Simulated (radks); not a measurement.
Problem. Zr9+, configuration [Ar] 3d10 4s2 4p1. All-electron calculation, Dirac Kohn-Sham, PBE, spin-unpolarised, spherical densities, point nucleus; open shells fill j = l - 1/2 first. Program: a radial shooting solver on a logarithmic mesh with Libxc functionals. Some entries of the table are withheld. Estimate them.

orbital,occ.,eigenvalue (eV),r(max) (bohr)
1s1/2,2,-17976.86,(1)
2s1/2,2,-2624.463,0.1370
2p1/2,2,-2416.127,0.1069
2p3/2,4,-2330.168,0.1106
3s1/2,2,(2),0.4076
3p1/2,2,-478.5330,0.3953
3p3/2,4,-464.7037,0.4043
3d3/2,4,-327.7446,0.3441
3d5/2,6,-325.1907,0.3468
4s1/2,2,-186.7019,1.020
4p1/2,1,-162.6006,1.069
4p3/2,0,-159.9707,1.088
4d3/2,0,(3),1.209
4d5/2,0,(4),1.215
5s1/2,0,-92.5352,2.061

Solution. 
(1) 1s1/2 r(max) (bohr): 0.02414
(2) 3s1/2 eigenvalue (eV): -556.2450
(3) 4d3/2 eigenvalue (eV): -121.2987
(4) 4d5/2 eigenvalue (eV): -120.8750
